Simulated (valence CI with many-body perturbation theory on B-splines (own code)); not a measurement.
# Ge XXVIII: E2, M1, M2 decay

Level of theory: configuration interaction combined with many-body perturbation theory (CI+MBPT): three valence electrons over a frozen Dirac-Fock core [He], a basis of 11 s, 11 p, 10 d, 8 f, 5 g, 2 h functions for each j, with the one-electron correlation potential Σ1 (screened to all orders), the two-electron term Σ2, the three-electron term Σ3, Breit, model QED; selected single and double excitations, second order for the rest, scaled by the run's own slope (own B-spline code, finite nucleus).

The last digits are not significant, and no measured levels were compared; by estimate large intervals hold to a few tenths of a per cent, small ones and those within an open d or f shell to about a per cent.

Lines 1 to 20 of 20 in falling wavelength, among levels below 173.75 Ry, chosen from the decays that carry over 1 % of a level's rate. Wavelengths and rates use the calculated energies. Electric multipoles are in the length gauge, E1 and E2 with the static RPA response of the core. Weak lines are less certain than strong ones. Lines between different terms over intervals too small for the method are left out, as are lines whose strength nearly cancels.

Levels are named by their leading jj configuration (3d3/2^4 stands for four electrons in 3d with j = 3/2), which in mixed levels can hold well under half, so a name can repeat and another be missing. Letters in brackets count levels of one name in rising energy.

```
λ vac (Å)                          Upper                       Lower  Type   A (s⁻¹)  Branch %
    339.6             (2s^2 2p3/2) J=3/2          (2s^2 2p1/2) J=1/2    M1  2.29e+05     100.0
    7.790         (2s 2p3/2 3p3/2) J=7/2          (2s 2p3/2^2) J=5/2    E2  1.64e+09       8.6
    7.726             (2s^2 3p1/2) J=1/2          (2s^2 2p3/2) J=3/2    E2  1.55e+10       3.4
    7.698         (2s 2p1/2 3p3/2) J=5/2      (2s 2p1/2 2p3/2) J=5/2    E2  5.18e+09       1.3
    7.677             (2s^2 3p3/2) J=3/2          (2s^2 2p3/2) J=3/2    E2  7.57e+09       1.4
    7.674         (2s 2p3/2 3d5/2) J=9/2          (2s 2p3/2^2) J=5/2    M2  8.32e+07      10.4
    7.575         (2s 2p3/2 3p3/2) J=7/2      (2s 2p1/2 2p3/2) J=5/2    E2  7.73e+09      40.6
    7.539         (2s 2p1/2 3p3/2) J=5/2          (2s 2p1/2^2) J=1/2    E2  8.44e+09       2.2
    7.516         (2s 2p3/2 3p3/2) J=7/2  (2s 2p1/2 2p3/2) J=3/2 [a]    E2  6.39e+09      33.5
    7.507             (2s^2 3p3/2) J=3/2          (2s^2 2p1/2) J=1/2    E2  7.98e+09       1.4
    7.402      (2p1/2 2p3/2 3d3/2) J=7/2          (2s 2p3/2^2) J=3/2    E2  2.96e+09       2.8
    7.234      (2p1/2 2p3/2 3d3/2) J=7/2          (2s 2p3/2^2) J=5/2    E2  3.54e+09       3.3
    7.222      (2p1/2 2p3/2 3d5/2) J=9/2          (2s 2p3/2^2) J=5/2    E2  1.59e+09       2.7
    7.178      (2p1/2 2p3/2 3d3/2) J=7/2  (2s 2p1/2 2p3/2) J=3/2 [b]    E2  4.79e+09       4.5
    7.079          (2p3/2^2 3d5/2) J=7/2          (2s 2p3/2^2) J=5/2    E2  1.88e+10       1.1
    7.070          (2p3/2^2 3d5/2) J=9/2          (2s 2p3/2^2) J=5/2    E2  3.82e+10      62.8
    7.049      (2p1/2 2p3/2 3d3/2) J=7/2      (2s 2p1/2 2p3/2) J=5/2    E2  2.74e+10      25.8
    7.037      (2p1/2 2p3/2 3d5/2) J=9/2      (2s 2p1/2 2p3/2) J=5/2    E2  3.93e+10      67.7
    7.017  (2p1/2 2p3/2 3d5/2) J=7/2 [a]  (2s 2p1/2 2p3/2) J=3/2 [a]    E2  3.94e+10       3.0
    6.893          (2p3/2^2 3d5/2) J=9/2      (2s 2p1/2 2p3/2) J=5/2    E2  2.10e+09       3.4
```
